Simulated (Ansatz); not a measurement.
A nudged elastic band was laid between two geometries of CH5O2Sb (9 atoms, charge 0, multiplicity 1).

The calculation used Ansatz, UKS B3LYP/def2-SVP.

```json
{
 "movable images": "1",
 "climbing image": "no",
 "spring": "5.0 eV/Å²",
 "optimiser": "quadratic models (default)",
 "start path": "through a guess of the saddle point",
 "force threshold": "0.05 eV/Å",
 "iteration limit": "60",
 "end points": "relaxed"
}
```

First end point:

```xyz
9
Properties=species:S:1:pos:R:3
O -0.415 1.407 -0.803
C 0.694 0.587 -0.508
O 0.367 -0.756 -0.415
Sb -1.245 -1.195 0.760
H -0.727 1.171 -1.690
H 1.097 0.992 0.442
H 1.476 0.672 -1.290
H -0.469 -2.626 1.350
H -0.690 -0.297 2.138
```

Last end point:

```xyz
9
Properties=species:S:1:pos:R:3
O -0.242 1.915 -1.192
C 0.720 1.109 -0.701
O 0.374 -0.215 -0.734
Sb -1.552 -1.756 1.292
H -0.670 1.459 -1.934
H 1.167 1.505 0.225
H 1.118 -0.757 -0.437
H -0.093 -2.683 1.151
H -0.734 -0.623 2.313
```

Problem. What changes between the two ends?

Solution. Bonds broken: C2–H7, O3–Sb4. Bonds formed: O3–H7. CH5O2Sb becomes CH3O2 + H2Sb.

Problem. What energy profile does the band end with?

Solution. It converged. The highest image is number 2 of 0 to 2, 2.09 eV above the first end and 0.00 eV above the last; the last end lies 2.09 eV above the first. The highest image is an end point: on this band no image between the ends rises above it. So few images can step over the top or miss a turn of the path.

| image | path coordinate (Å) | energy (eV) | C2–H7 (Å) | O3–Sb4 (Å) | O3–H7 (Å) |
| --- | --- | --- | --- | --- | --- |
| 0 | 0.00 | 0.00 | 1.11 | 2.04 | 2.01 |
| 1 | 1.55 | 0.50 | 1.12 | 2.03 | 1.89 |
| 2 | 3.09 | 2.09 | 1.93 | 3.19 | 0.97 |

Time of the run: 52 s on 2 threads of Arm Neoverse V1, on a shared host, peak memory 0.3 GiB.
